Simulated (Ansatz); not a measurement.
Redistribution: C4H9Br + B(CH3)2F → C3H7Br + C3H8BF

Species: C4H9Br (1-bromobutane) `CCCCBr`, singlet; B(CH3)2F, singlet; C3H7Br (1-bromopropane) `CCCBr`, singlet; C3H8BF `CCB(C)F`, singlet. The partners trade CH3 for H; both sit on C, so the bond types are kept.

Shapes, held fixed at every level: PBE0-D4/def2-TZVP. Flexible molecules stand in one conformer, not always the lowest. Programs: Ansatz 0.2.0. Electronic energies: no zero-point or thermal term.

```
               level                    kind  ΔE (kJ/mol)  less CCSD(T)/def2-TZVPP
       HF/def2-TZVPP            Hartree–Fock         +8.5                     -1.3
r2SCAN-D4/def2-TZVPP                meta-GGA         +9.3                     -0.5
  PBE0-D4/def2-TZVPP           global hybrid         +9.0                     -0.8
  wB97M-V/def2-TZVPP  range-separated hybrid         +9.2                     -0.6
  wB97X-V/def2-TZVPP  range-separated hybrid         +8.9                     -0.9
     CCSD/def2-TZVPP   coupled cluster or CI         +9.5                     -0.3
  CCSD(T)/def2-TZVPP   coupled cluster or CI         +9.8                      0.0
```

The highest level, CCSD(T)/def2-TZVPP, gives ΔE = +9.8 kJ/mol; the levels span +8.5 to +9.8. The column of differences is taken from that level and isn't an error. No measured value is set beside it here. Relativity is left out for Br. Outer-core shells of Br are correlated, in sets that cover them unevenly.
